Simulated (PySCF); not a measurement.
H2GeOS, singlet, at a GFN2-xTB geometry; DF-HF/6-31G* (PySCF).

Input for PySCF:
```python
from pyscf import gto, scf

mol = gto.M(
    atom='''
Ge   -0.041683   -0.423315    0.540994
O     1.185693   -1.182234   -0.446692
H     1.534818   -0.899665   -1.290856
S    -0.515704    1.375941   -0.779447
H    -1.435229    1.888570    0.023713
''',
    basis='6-31g*',
    charge=0,
    spin=0,
    verbose=4,
    max_memory=1800,
)

mf = scf.RHF(mol)
mf = mf.density_fit(auxbasis='def2-universal-jkfit')
mf.kernel()
```

What the program printed (banner, timings and long lists left out):

```
PySCF version 2.14.0

[INPUT] verbose = 4
[INPUT] num. atoms = 5
[INPUT] num. electrons = 58
[INPUT] charge = 0
[INPUT] spin (= nelec alpha-beta = 2S) = 0
[INPUT] symmetry False subgroup None
[INPUT] Mole.unit = angstrom
[INPUT] Symbol           X                Y                Z      unit          X                Y                Z       unit  Magmom
[INPUT]  1 Ge    -0.041683000000  -0.423315000000   0.540994000000 AA   -0.078769454050  -0.799949414420   1.022330495033 Bohr   0.0
[INPUT]  2 O      1.185693000000  -1.182234000000  -0.446692000000 AA    2.240635037814  -2.234098475149  -0.844125542034 Bohr   0.0
[INPUT]  3 H      1.534818000000  -0.899665000000  -1.290856000000 AA    2.900385671053  -1.700120453857  -2.439364306252 Bohr   0.0
[INPUT]  4 S     -0.515704000000   1.375941000000  -0.779447000000 AA   -0.974539321343   2.600151653560  -1.472941358614 Bohr   0.0
[INPUT]  5 H     -1.435229000000   1.888570000000   0.023713000000 AA   -2.712189736033   3.568880067070   0.044811075592 Bohr   0.0

nuclear repulsion = 245.886623763416
number of shells = 30
number of NR pGTOs = 181
number of NR cGTOs = 68
basis = 6-31g*
ecp = {}

******** <class 'pyscf.df.df_jk.DFRHF'> ********
method = DFRHF
initial guess = minao
damping factor = 0
level_shift factor = 0
DIIS = <class 'pyscf.scf.diis.CDIIS'>
diis_start_cycle = 1
diis_space = 8
diis_damp = 0
SCF conv_tol = 1e-09
SCF conv_tol_grad = None
SCF max_cycles = 50
direct_scf = False
Set gradient conv threshold to 3.16228e-05
Initial guess from minao.
******** <class 'pyscf.df.df.DF'> ********
auxbasis = def2-universal-jkfit
init E= -2547.97402025985
  HOMO = -0.25473508228637  LUMO = -0.0205500999071271  gap/eV = 6.37250
cycle= 1 E= -2548.57240452551  delta_E= -0.598  |g|= 0.557  |ddm|= 2.17
  HOMO = -0.351236034118092  LUMO = 0.0219111942992218  gap/eV = 10.15385
cycle= 2 E= -2548.62280347537  delta_E= -0.0504  |g|= 0.381  |ddm|= 0.775
  HOMO = -0.350794316778277  LUMO = 0.0321371042052139  gap/eV = 10.42009
cycle= 3 E= -2548.65015921549  delta_E= -0.0274  |g|= 0.0457  |ddm|= 0.263
  HOMO = -0.351684016612243  LUMO = 0.0382744569353024  gap/eV = 10.61131
cycle= 4 E= -2548.65113232029  delta_E= -0.000973  |g|= 0.0135  |ddm|= 0.0894
  HOMO = -0.351380785843702  LUMO = 0.0376980652007037  gap/eV = 10.58737
cycle= 5 E= -2548.6512662624  delta_E= -0.000134  |g|= 0.00441  |ddm|= 0.0393
  HOMO = -0.351583678918144  LUMO = 0.0379431335545757  gap/eV = 10.59956
cycle= 6 E= -2548.65128233704  delta_E= -1.61e-05  |g|= 0.00176  |ddm|= 0.0129
  HOMO = -0.35156696783008  LUMO = 0.0379097868461473  gap/eV = 10.59820
cycle= 7 E= -2548.65128495827  delta_E= -2.62e-06  |g|= 0.000621  |ddm|= 0.00528
  HOMO = -0.351506292028134  LUMO = 0.0379303642946387  gap/eV = 10.59711
cycle= 8 E= -2548.65128530633  delta_E= -3.48e-07  |g|= 0.000181  |ddm|= 0.00191
  HOMO = -0.351491650376552  LUMO = 0.0379382365108434  gap/eV = 10.59693
cycle= 9 E= -2548.6512853501  delta_E= -4.38e-08  |g|= 4.69e-05  |ddm|= 0.000692
  HOMO = -0.351481670435136  LUMO = 0.0379401063507858  gap/eV = 10.59671
cycle= 10 E= -2548.6512853531  delta_E= -3e-09  |g|= 1.24e-05  |ddm|= 0.000173
  HOMO = -0.351482357424764  LUMO = 0.0379390707615066  gap/eV = 10.59670
cycle= 11 E= -2548.6512853533  delta_E= -1.97e-10  |g|= 3.71e-06  |ddm|= 4.58e-05
  HOMO = -0.351481887497644  LUMO = 0.0379395658615578  gap/eV = 10.59670
Extra cycle  E= -2548.65128535331  delta_E= -1e-11  |g|= 1.87e-06  |ddm|= 7.26e-06
converged SCF energy = -2548.65128535331
```
